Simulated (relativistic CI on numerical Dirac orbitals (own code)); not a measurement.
## Kr¹⁵⁺: q coefficients and field-shift factors

These numbers are calculated, not measured: Dirac-Coulomb-Breit CI, separate exchange-only KLI orbitals for each configuration, derivatives by finite differences, unscaled Slater integrals, QED left out (own radial code, finite nucleus).

CI space (outside the closed core [Ne]): 3s2 3p6 3d3, 3s2 3p5 3d4, 3s 3p6 3d4, 3p6 3d5, 3s2 3p6 3d2 4s, 3s2 3p6 3d2 4p, 3s2 3p6 3d2 4d, 3s2 3p6 3d2 4f. Levels of other configurations are missing.

With x = (α/α₀)² − 1 an excitation energy changes as ω = ω₀ + qx; K = 2q/ω₀ is the relative enhancement. Terms are leading LS components, so labels can repeat. The field-shift factor is F = δν/δ⟨r²⟩ for the transition from the lowest level.

Lowest level 3s2 3p6 3d3 4F_3/2.

```
              Level  ω₀ (cm⁻¹)  q (cm⁻¹)      K  F (GHz/fm²)
 3s2 3p6 3d3 4F_5/2       5734      6861   2.39       0.0331
 3s2 3p6 3d3 4F_7/2      12291     13350   2.17       0.0654
 3s2 3p6 3d3 4F_9/2      19020     18560   1.95       0.0923
 3s2 3p6 3d3 4P_3/2      46173      2368  0.103        0.011
 3s2 3p6 3d3 4P_1/2      47185      6255  0.265       0.0228
 3s2 3p6 3d3 2G_7/2      53143     10690  0.402       0.0829
 3s2 3p6 3d3 4P_5/2      56102     15950  0.569       0.0663
 3s2 3p6 3d3 2G_9/2      56450     10650  0.377       0.0972
 3s2 3p6 3d3 2D_3/2      66434     12270   0.37       0.0692
 3s2 3p6 3d3 2P_1/2      70703     15300  0.433         0.11
3s2 3p6 3d3 2H_11/2      75851     16710  0.441        0.164
 3s2 3p6 3d3 2H_9/2      76033     22220  0.584        0.174
 3s2 3p6 3d3 2D_5/2      79567     19790  0.497       0.0949
```

At this charge energies of transitions that change n are usually good to better than 1 %, and those within a shell (Δn = 0) to a few per cent. Terms inside the open d or f shell come out 10 to 20 % too wide with unscaled integrals.
